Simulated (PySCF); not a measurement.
Gas-phase reaction: GeHF3 + 2 GeH4 = 3 GeH3F

Energies from PySCF, thermal terms from the rigid-rotor harmonic-oscillator model, ideal gas at 1 bar. † marks an energy on the PBE0/def2-TZVP geometry and frequencies; other levels use their own. 6-31G* has spherical d functions here. All species are closed-shell singlets. Ge: all electrons, no relativistic terms. GeHF3: computed as isolated molecules; such fragments, hydroxides, amides, oligomers or adducts are transient or little studied in the gas. The harmonic model lacks anharmonicity and excited electronic states, which grow with temperature; levels with a mode under 35 cm⁻¹ are left out.

ΔH° and ΔS° at 298 K: HF/6-31G* 37 kJ, 27 J/K; HF/def2-TZVP† 29 kJ, 27 J/K; PBE/def2-SVP 43 kJ, 25 J/K; PBE/def2-TZVP† 36 kJ, 27 J/K; PBE0/def2-QZVP† 36 kJ, 27 J/K; PBE0/def2-SVP† 40 kJ, 27 J/K.

**Question.** With the heat capacities included, give log10 K (1 bar) at 600, 800, 1000, 1600, 1800 K from HF/6-31G*, HF/def2-TZVP†, PBE/def2-SVP, PBE/def2-TZVP†, PBE0/def2-QZVP†, PBE0/def2-SVP†.

**Answer.** 
```csv
T (K),HF/6-31G*,HF/def2-TZVP†,PBE/def2-SVP,PBE/def2-TZVP†,PBE0/def2-QZVP†,PBE0/def2-SVP†
600,-1.8,-1.2,-2.5,-1.8,-1.8,-2.1
800,-1.1,-0.6,-1.6,-1.0,-1.0,-1.3
1000,-0.6,-0.2,-1.0,-0.6,-0.6,-0.8
1600,0.1,0.3,-0.2,0.1,0.1,0.0
1800,0.2,0.4,-0.1,0.2,0.2,0.1
```
